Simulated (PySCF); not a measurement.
## Ionisation energy of Hf⁵⁰⁺ by level of theory

Hf⁵⁰⁺ [Ar] 3d4 [3d3/2^4, M_J = 0] → Hf⁵¹⁺ [Ar] 3d3 [3d3/2^3, M_J = 3/2], as a difference of total energies. Computed with PySCF 2.14 in an uncontracted even-tempered set (15 s from 13 bohr⁻², ratio 2.8; 12 p from 17 bohr⁻², ratio 2.8; 8 d from 17 bohr⁻², ratio 2.8; 3 f from 56 bohr⁻², ratio 3), with the two-component X2C-1e Hamiltonian. Correlated levels: [Ne] frozen; the 72 highest virtual spinors dropped. "Screened" scales the spin-orbit matrix elements by Boettger's factors to mimic the two-electron term; Breit and QED terms are absent.

| method | ionisation energy (eV) |
| --- | --- |
| GHF (spin-free) | 4545.3 |
| GMP2 (spin-free) | 4545.3 |
| GHF (screened spin-orbit) | 4574.6 |
| GMP2 (screened spin-orbit) | 4575.5 |

Breit and QED terms and the two-electron picture change are absent.

The spin-free rows relax to the high-spin LS determinant and lack the spin-orbit shift.

The labels give the starting determinants; with spin-orbit coupling the two ends relaxed to ⟨J²⟩ = 0.00, ⟨L²⟩ = 2.45, ⟨S²⟩ = 2.45 and ⟨J²⟩ = 3.77, ⟨L²⟩ = 7.70, ⟨S²⟩ = 2.09.

For comparison: 4573 ± 4 eV (theoretical estimate listed by NIST; NIST Atomic Spectra Database, ionization energies).
